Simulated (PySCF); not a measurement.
# Dipole moment and polarisability of `[F][GeH2][S][SiH3]`

FGeH5SSi.
Cartesian coordinates in Å at the PBE0-D3(BJ)/def2-SVP level; atoms count from 1:
```
atom  x, y, z in Å
F1     1.6206    1.4531   -0.5443
Ge2    1.7914   -0.0755    0.2820
S3     0.0623   -0.2608    1.6462
Si4   -1.4634    0.3331    0.2363
H5     1.7706   -1.1336   -0.8286
H6     3.0739   -0.0232    1.1187
H7    -1.5583    1.8140    0.1212
H8    -2.7414   -0.2161    0.7702
H9    -1.1664   -0.2616   -1.1007
```

Level: CAM-B3LYP/def2-SVPD (PySCF), static field, nuclei fixed, core orbitals frozen in the response. The polarisability tensor in these axes (au):

```
x   94.42 -3.16 -0.09
y   -3.16 66.92 -1.31
z   -0.09 -1.31 74.33
```

Question: Give the principal values, the mean and the anisotropy Δα = √{½[(α1 − α2)² + (α2 − α3)² + (α1 − α3)²]}.

Answer: Principal values 66.35, 74.55 and 94.78 au; mean 78.56 au = 11.64 Å³ = 12.95 × 10⁻⁴⁰ C²·m²/J; Δα = 25.35 au (32 % of the mean).

Question: What is the dipole moment, and where does it point?

Answer: (0.21, -1.48, -0.15) D, 1.51 D in size, pointing from the negative to the positive side. Measured along this direction, the outermost atoms are H7 at the negative end and H5 at the positive end.

Question: Give the eigenvalues of the traceless quadrupole moment Θ = ½Σq(3rr − r²1), origin at the centre of nuclear charge.

Answer: -8.70, -0.33, 9.03 D·Å. The values depend on the origin, since the dipole doesn't vanish. The electronic extent ⟨r²⟩ about the same centre is 859 bohr², a root-mean-square distance of 1.78 Å for the 76 electrons.

Question: Give the principal axes and the span of the nuclei along them.

Answer: Largest value along (0.99, -0.11, 0.00), where the nuclei span 5.76 Å; middle along (-0.02, -0.16, 0.99), 2.68 Å; least along (0.11, 0.98, 0.16), 2.67 Å. 

Question: Rayleigh depolarisation ratio (linearly polarised light, static tensor)?

Answer: ρ = 3Δα²/(45ᾱ² + 4Δα²) = 1927.9/(277730 + 2570.5) = 0.00688.

Question: Estimate the molar refractivity from the static electronic polarisability.

Answer: Lorentz–Lorenz: R = (4π/3)N_A α = 2.5225 cm³/(mol·Å³) × 11.64 Å³ = 29.4 cm³/mol, in the limit of long wavelengths.

Geometry: PBE0-D3(BJ)/def2-SVP, one conformer, isolated molecule. The calculation is non-relativistic, for germanium too.
